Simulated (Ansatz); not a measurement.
## Ligand exchange: GeH2(GeH3)(OH) + GaH(OH)2 → Ge2H6O2 + GaH2(OH)

Species: GeH2(GeH3)(OH), singlet; GaH(OH)2, singlet; Ge2H6O2 `[OH][GeH2][GeH2][OH]`, singlet; GaH2(OH), singlet. The partners trade H for OH: Ge–H and Ga–OH bonds give way to Ge–OH and Ga–H.

Shapes, held fixed at every level: PBE0-D4/def2-TZVP. Flexible molecules stand in one conformer, not always the lowest. Programs: Ansatz 0.2.0. The zero-point and thermal change to 298 K, harmonic and unscaled (PBE0-D4/def2-TZVP), is -1.4 kJ/mol.

```json
{"level": "SPW92/def2-TZVPP", "kind": "LDA", "ΔH(298 K) (kJ/mol)": "+54.0", "less CCSD(T)/def2-TZVPP": "+0.1", "CPU time (sum over the molecules)": "19 s"}
{"level": "PBE-D4/def2-TZVPP", "kind": "GGA", "ΔH(298 K) (kJ/mol)": "+48.5", "less CCSD(T)/def2-TZVPP": "-5.4", "CPU time (sum over the molecules)": "33 s"}
{"level": "r2SCAN-D4/def2-TZVPP", "kind": "meta-GGA", "ΔH(298 K) (kJ/mol)": "+51.8", "less CCSD(T)/def2-TZVPP": "-2.1", "CPU time (sum over the molecules)": "56 s"}
{"level": "B3LYP-D4/def2-TZVPP", "kind": "global hybrid", "ΔH(298 K) (kJ/mol)": "+47.8", "less CCSD(T)/def2-TZVPP": "-6.1", "CPU time (sum over the molecules)": "58 s"}
{"level": "BHLYP-D4/def2-TZVPP", "kind": "global hybrid", "ΔH(298 K) (kJ/mol)": "+48.7", "less CCSD(T)/def2-TZVPP": "-5.2", "CPU time (sum over the molecules)": "42 s"}
{"level": "PBE0-D4/def2-TZVPP", "kind": "global hybrid", "ΔH(298 K) (kJ/mol)": "+49.9", "less CCSD(T)/def2-TZVPP": "-4.0", "CPU time (sum over the molecules)": "44 s"}
{"level": "CCSD(T)/def2-SVP", "kind": "coupled cluster or CI", "ΔH(298 K) (kJ/mol)": "+60.8", "less CCSD(T)/def2-TZVPP": "+6.9", "CPU time (sum over the molecules)": "1.8 min"}
{"level": "CCSD(T)/def2-TZVPP", "kind": "coupled cluster or CI", "ΔH(298 K) (kJ/mol)": "+53.9", "less CCSD(T)/def2-TZVPP": "0.0", "CPU time (sum over the molecules)": "26 min"}
```

The highest level, CCSD(T)/def2-TZVPP, gives ΔH(298 K) = +53.9 kJ/mol; the levels span +47.8 to +60.8. The column of differences is taken from that level and isn't an error. No measured value is set beside it here. Relativity is left out for Ga, Ge. Outer-core shells of Ga, Ge are correlated in most correlated rows, in sets that cover them unevenly. Times are processor times on shared x86 and Arm servers, and rough.
